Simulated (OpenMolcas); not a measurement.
**Ge IV: effect of correlating more closed shells**

- Program: OpenMolcas
- Basis: ANO-RCC-VTZP [6s5p3d1f]
- Scalar Hamiltonian: DKH2, point nucleus
- Active space: 1 electron in 4 orbitals (4s 4p)
- State averaging: 2S+1 = 2 even, 1 root; 2S+1 = 2 odd, 3 roots
- Spin-orbit coupling: state interaction with AMFI integrals over the reference wave functions, term energies averaged over their components

Methods on the same reference wave functions:
A. CASSCF
B. SS-CASPT2, IPEA 0.25 Eh, imaginary shift 0.1 Eh (closed shells correlated: 3d)
C. SS-CASPT2, IPEA 0.25 Eh, imaginary shift 0.1 Eh (closed shells correlated: 3s 3p 3d)

Energies in cm⁻¹ above 4s ²S_1/2, the measured ground level; measured values from Sugar and Musgrove, J. Phys. Chem. Ref. Data 22, 1213 (1993).

| Level | A | B | C | Measured |
| --- | --- | --- | --- | --- |
| 4s ²S_1/2 | 0.0 | 0.0 | 0.0 | 0.0 |
| 4p ²P°_1/2 | 79108 | 81048 | 81551 | 81311 |
| 4p ²P°_3/2 | 81430 | 83370 | 83873 | 84102 |

Deviations, from unrounded energies. A percentage is the sum of absolute deviations over the sum of measured energies, with the sign that they share, or ± where signs differ.

```csv
Against measurement,Levels,A,B,C
mean absolute deviation (cm-1),2,2400,500,230
other configurations (%),2,-2.9,-0.6,±0.3
```

C lies closest to measurement on these levels and A furthest from it. The largest miss of C in the table is 4p ²P°_1/2, by +240 cm-1. The ranking rests on the paired levels alone, and a cruder setting can come out closer through cancelling errors.

Between B and C the level of the table that moves most is 4p ²P°_1/2, by 500 cm-1 (lowest in B, highest in C).

The lowest spin-free term lies below A's lowest term by 0.365 hartree in B, 0.574 hartree in C.

What an inner shell adds also hangs on whether the basis holds functions to correlate it.

With one active electron the reference holds no correlation, so core polarisation is missing (holds for A). With one active electron, CASPT2 adds the correlation within the correlated inactive shells and between them and that electron, and leaves the splitting within a term as the reference gives it (holds for B; C). Computed and measured levels are paired by configuration, term and J; levels that our copy of the source lacks, or whose pairing is in doubt (as where it misses far off the trend of its configuration), stay unpaired and out of the deviations. Levels of configurations outside the active space are missing.

° marks odd parity.
